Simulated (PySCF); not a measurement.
These compounds are isomers of formula C5H10N2Si.

A. SMILES C=CC1=NN([SiH3])CC1
B. SMILES CCc1nccn1[SiH3]
C. `InChI=1S/C5H10N2Si/c1-2-5-3-6-7(8)4-5/h2-3,5H,1,4H2,8H3/t5-/m1/s1`

Spectrum 1. $^{1}$H NMR (300 MHz, computed): δ 6.09 (d, 1H), 5.85 (m, 1H), 5.36 (m, 1H), 5.28 (m, 1H), 4.84 (s, 3H), 3.85 (m, 1H), 3.77 (m, 1H), 3.34 (m, 1H). $^{13}$C{$^{1}$H} NMR (computed): δ 147.6 (CH), 141.2 (CH), 121.2 (CH2), 56.8 (CH), 56.6 (CH2).

Spectrum 2. $^{1}$H NMR (300 MHz, computed): δ 7.20 (m, 1H), 6.81 (m, 1H), 5.12 (s, 3H), 2.97 (q, 2H), 1.25 (t, 3H). $^{13}$C{$^{1}$H} NMR (computed): δ 157.9 (C), 136.4 (CH), 126.4 (CH), 26.9 (CH2), 18.2 (CH3).

Spectrum 3. $^{1}$H NMR (300 MHz, computed): δ 7.03 (m, 1H), 5.38 (m, 1H), 5.11 (m, 1H), 4.92 (s, 3H), 3.60 (m, 2H), 2.98 (m, 2H). $^{13}$C{$^{1}$H} NMR (computed): δ 150.2 (C), 139.6 (CH), 117.7 (CH2), 50.5 (CH2), 33.6 (CH2).

- structure optimised with GFN2-xTB
- PBE0/pcSseg-1 with gauge-including orbitals
- code: PySCF 2.14
- rapidly exchanging positions averaged, one computed conformer, no solvent, non-relativistic Hamiltonian

Shifts are taken against calculated references (same method and geometry level): $^{1}$H, $^{13}$C vs TMS. Where no couplings were computed, multiplicities follow the n + 1 count of equivalent neighbours, and m marks all less simple cases (inequivalent or close neighbours, rings, F or P nearby). Shifts are as computed. Against solution values, carbons near 30 ppm lie about +3 ppm off and those near 130 ppm about +5 ppm. Of 1211 compounds with measured shifts, 218 miss one by over three times the rms of a fit or turn the order of signals round; such compounds aren't used in these exercises.

**Question.** Match each spectrum to its structure.

**Answer.** 1–C, 2–B, 3–A.

- Spectrum 1 (C): 5 $^{13}$C signals; δC 147.6 is an alkene CH; δC 121.2 is a terminal =CH2 carbon.
- Spectrum 2 (B): 5 $^{13}$C signals; δC 26.9 is an sp3 CH2 on an aromatic ring; δC 18.2 is a methyl carbon.
- Spectrum 3 (A): 5 $^{13}$C signals; δC 139.6 is an alkene CH; δC 117.7 is a terminal =CH2 carbon.
